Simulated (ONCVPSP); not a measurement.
What one change does to a pseudopotential (manganese, ONCV)

manganese (Mn), optimised norm-conserving Vanderbilt (ONCV), made with ONCVPSP 4.0.1 (PBE, scalar-relativistic). Core [Ne], reference 3s2 3p6 3d5.5 4s1.5. Waves: 3s+4s: rc 1.30 bohr, ncon 4, nbas 9, qcut 9.1 1/bohr, 2 projectors; 3p: rc 1.25 bohr, ncon 4, nbas 9, qcut 10.7 1/bohr, 2 projectors, debl 0.8 Ha; 3d: rc 1.60 bohr, ncon 5, nbas 10, qcut 8.4 1/bohr, 2 projectors, debl 3.1 Ha. Local part: polynomial inside 1.05 bohr (lpopt 5, dvloc0 0 Ha). Core correction: Teter function, fcfact 2.75, rcfact 1.1.

In the p channel the program set the typed energies aside and used -1.923, 0.250 Ha.

Change: core correction Teter function, fcfact 2.75, rcfact 1.68.

Cutoffs: the cutoffs (Ha) at which the residual kinetic energy of the hardest occupied pseudo-wave falls to 1 and 0.1 mHa per electron; they do not see the model core or the augmentation charge, which bear on the density cutoff. Errors are all-electron minus pseudo energies relative to the spin-unpolarised reference configuration.

**Question.** How do hardness, ghosts and transferability respond?

**Answer.** The potential gets neither clearly harder nor softer (34 Ha and 105 Ha → 34 Ha and 105 Ha); the errors of the 4 common tests hardly move; neither file shows a bound ghost. A model core, the more so a compact one, raises the density cutoff, which this test does not measure.

```tsv
quantity	base	changed
cutoff, loose	34 Ha	34 Ha
cutoff, tight	105 Ha	105 Ha
bound ghosts	none	none
GHOST(+) flags under 300 eV	none	none
error for 3s2 3p6 3d5 4s2, meV [ΔE 0.48 eV]	+7.1	+7.2
error for 3s2 3p6 3d5 4s1, meV [ΔE 8.90 eV]	+2.0	+2.0
error for 3s2 3p6 3d5 4s0, meV [ΔE 24.50 eV]	-2.0	-2.1
error for 3s2 3p6 3d6 4s0, meV [ΔE 7.30 eV]	+13	+13
s: phases at 1.32 bohr within 0.05 rad from the reference energy up to (Ha; the scan ends near 5)	to the end of the scan	to the end of the scan
p: phases at 1.27 bohr within 0.05 rad from the reference energy up to (Ha; the scan ends near 5)	to the end of the scan	to the end of the scan
d: phases at 1.63 bohr within 0.05 rad from the reference energy up to (Ha; the scan ends near 5)	to the end of the scan	to the end of the scan
rms error of d²Exc/dni dnj with the model core, mHa	0.69	1.94
```
